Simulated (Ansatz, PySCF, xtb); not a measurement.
Potential energy curve for GeSe, singlet.

- UKS-B3LYP/3-21G = unrestricted B3LYP/3-21G (PySCF 2.14.0)
- GFN1-xTB (xtb)
- UKS-PBE = unrestricted PBE/cc-pVQZ (Ansatz, a quantum-chemistry and plane-wave program)
- UHF/cc-pVQZ (Ansatz)
- UCCSD = CCSD on UHF/cc-pVQZ, cores with 3d frozen (Ansatz)

Energies are in kcal/mol, each relative to the lowest point of its own curve near equilibrium.

```tsv
R / Å	UKS-B3LYP/3-21G	GFN1-xTB	UKS-PBE	UHF	UCCSD
1.72	109.5	161.6	97.1	93.1	99.3
1.80	67.8	81.7	57.2	52.8	57.9
1.90	33.6	29.3	25.7	21.7	25.4
1.98	16.6	9.6	11.0	7.9	10.4
2.09	4.0	0.2	1.4	0.3	1.1
2.14	1.3	0.0	0.0	0.0	0.0
2.23	0.0	3.4	0.8	3.0	1.6
2.27	0.6	6.0	2.2	5.5	3.5
2.35	3.4	12.5	6.4	11.4	9.3
2.46	10.0	23.3	14.3	18.1	19.3
2.66	26.3	45.3	32.0	30.1	39.6
2.88	45.4	70.3	52.0	42.8	60.0
3.20	68.2	102.8	75.1	54.6	81.9
3.52	84.2	127.3	91.5	59.7	95.8
3.87	96.1	145.3	103.6	61.8	105.2
4.32	115.3	—	113.1	63.0	107.4
4.63	119.0	—	117.1	63.4	108.1
5.20	122.6	—	121.1	63.8	108.8
5.72	124.1	—	122.5	64.0	109.1
6.42	—	—	123.2	64.1	109.2
7.42	—	—	123.6	64.2	109.3
8.49	—	—	123.8	64.2	109.4
```

At the longest distance, 8.49 Å, UKS-PBE lies highest above its minimum (123.8 kcal/mol) and UHF lowest (64.2 kcal/mol).

Dashes: no converged value, or the column stops at the first point that the program doubted or that broke a chosen test of continuity, which isn't proof of a fault.

The unrestricted solution behind UKS-B3LYP/3-21G changes between 2.88 and 3.20 Å and between 5.72 and 6.42 Å, which can leave a kink. The unrestricted determinant behind UKS-B3LYP/3-21G is spin-contaminated at 2.88 to 5.72 Å (<S²> up to 1.9, against 0.00 for a pure singlet). The unrestricted determinant behind UKS-PBE is spin-contaminated at 2.88 to 8.49 Å (<S²> up to 1.9, against 0.00 for a pure singlet). The unrestricted solution behind UHF, UCCSD changes between 2.88 and 3.20 Å, which can leave a kink. The unrestricted determinant behind UHF, UCCSD is spin-contaminated at 2.35 to 8.49 Å (<S²> up to 2.0, against 0.00 for a pure singlet).
